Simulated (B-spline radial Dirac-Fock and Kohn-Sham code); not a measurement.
**The Zr-like isoelectronic sequence (40 electrons), Z = 70 to 83**

Method: Dirac-Fock ΔSCF + Breit + QED. Computed with a radial B-spline solver. Binding energies in eV, tabulated ground configurations ([Kr] 4d4 throughout). Electron correlation is not included.

```
  ion      3s   3p1/2   3p3/2      4s  outermost level  NIST ionisation energy
Yb³⁰⁺  3533.6  3309.4  3082.3  1489.3      1166.8 (4d)                1175 ± 4
Lu³¹⁺  3697.0  3467.3  3223.7  1568.6      1233.4 (4d)                1242 ± 4
Hf³²⁺  3864.6  3629.5  3368.3  1650.1      1301.6 (4d)                1311 ± 4
Ta³³⁺  4036.5  3795.9  3516.1  1733.8      1371.7 (4d)                1382 ± 5
 W³⁴⁺  4212.8  3966.6  3667.2  1819.6      1443.5 (4d)            1459.9 ± 1.5
Re³⁵⁺  4393.5  4141.6  3821.6  1907.8      1517.0 (4d)                1530 ± 5
Os³⁶⁺  4578.7  4321.1  3979.2  1998.1      1592.3 (4d)                1606 ± 5
Ir³⁷⁺       ?       ?       ?       ?                ?                       ?
Pt³⁸⁺  4962.9  4693.6  4304.1  2185.8      1748.2 (4d)                1763 ± 4
Au³⁹⁺  5162.0  4886.8  4471.5  2283.0      1828.8 (4d)                1845 ± 4
Hg⁴⁰⁺  5365.9  5084.6  4642.2  2382.7      1911.2 (4d)                1928 ± 4
Tl⁴¹⁺  5574.6  5287.3  4816.2  2484.7      1995.3 (4d)                2014 ± 4
Pb⁴²⁺  5788.2  5494.7  4993.5  2589.2      2081.2 (4d)                2101 ± 4
Bi⁴³⁺  6006.8  5707.1  5174.1  2696.1      2168.9 (4d)                2190 ± 4
```

Question: Fill in the row of Ir³⁷⁺.

Answer: 3s 4768.5, 3p1/2 4505.1, 3p3/2 4140.0, 4s 2090.8, outermost 1669.4 (4d), NIST 1684 ± 4 eV.

NIST's values are for the lowest levels; a dash marks a value that is missing or belongs to another shell. Their kind here: semi-empirical, theoretical. Where a p, d or f shell is open in either ion the computed value averages over both j values and all terms, while the table refers to the lowest levels; that difference holds spin-orbit splitting (largest in heavy or highly charged ions), term energies where several electrons share open shells, and correlation, and it can reach 10 % or more.
